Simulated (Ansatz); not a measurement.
Geometry optimisation, Ansatz 0.2.0, RKS PBE/STO-3G.

Input file:

```yaml
crystal:
  periodic: [false, false, false]
  atoms:
    - { symbol: C, position_ang: [-0.4593, -1.2845, 1.8635] }
    - { symbol: Si, position_ang: [0.5872, -1.5089, 0.3891] }
    - { symbol: F, position_ang: [2.0713, -1.2347, 0.8431] }
    - { symbol: Si, position_ang: [0.0681, -0.0286, -1.2964] }
    - { symbol: F, position_ang: [-1.5743, -0.1675, -1.6416] }
    - { symbol: C, position_ang: [0.2867, 1.7204, -0.6703] }
    - { symbol: O, position_ang: [-0.0699, 2.7961, -1.5192] }
    - { symbol: H, position_ang: [-0.2035, -1.9017, 2.6611] }
    - { symbol: H, position_ang: [-1.5539, -1.4028, 1.6433] }
    - { symbol: H, position_ang: [-0.4232, -0.2159, 2.2573] }
    - { symbol: H, position_ang: [0.4787, -2.9173, -0.05] }
    - { symbol: H, position_ang: [0.7757, -0.291, -2.5294] }
    - { symbol: H, position_ang: [1.3046, 1.8624, -0.4756] }
    - { symbol: H, position_ang: [-0.2694, 1.8601, 0.2958] }
    - { symbol: H, position_ang: [-1.0405, 2.6631, -1.7412] }
basis:
  gaussian: { orbitals: STO-3G }
hamiltonian:
  xc: pbe
relax:
  f_tol: 0.02
  max_steps: 40
scf:
  lower_state_search: "off"
```

Run as:

```bash
$ ansatz run input.yaml --threads 1 --pin off --max-ram 2048MiB --backend cpu --events-out ev --progress --plain --runs-dir out
```

Problem. Where does it end, and by what steps?

Solution. It converged. Limits of this set-up: minimal basis. After 6 steps the energy has fallen by 0.718 eV; O7 moved furthest, 0.20 Å.

| step | energy less start (eV) | largest force component (eV/Å) | accepted |
| --- | --- | --- | --- |
| 0 | 0.0000 | 3.523 | yes |
| 1 | -0.5705 | 1.706 | yes |
| 2 | -0.6926 | 0.651 | yes |
| 3 | -0.7089 | 0.210 | yes |
| 4 | -0.7161 | 0.080 | yes |
| 5 | -0.7179 | 0.061 | yes |
| 6 | -0.7181 | 0.008 | yes |

```xyz
15
Properties=species:S:1:pos:R:3
C -0.500 -1.315 1.938
Si 0.592 -1.520 0.404
F 2.187 -1.361 0.849
Si 0.017 -0.015 -1.248
F -1.582 -0.160 -1.697
C 0.285 1.817 -0.701
O -0.085 2.838 -1.710
H -0.226 -2.037 2.726
H -1.559 -1.488 1.682
H -0.422 -0.303 2.371
H 0.401 -2.894 -0.083
H 0.831 -0.237 -2.451
H 1.371 1.976 -0.512
H -0.231 2.004 0.277
H -1.102 2.644 -1.815
```

Whether the end is a true minimum wasn't checked by a vibrational analysis.

Run time: 46 s on 1 thread of Intel(R) Xeon(R) Platinum 8259CL CPU @ 2.50GHz (Skylake/Cascade Lake), on a shared host, peak memory 0.16 GiB.
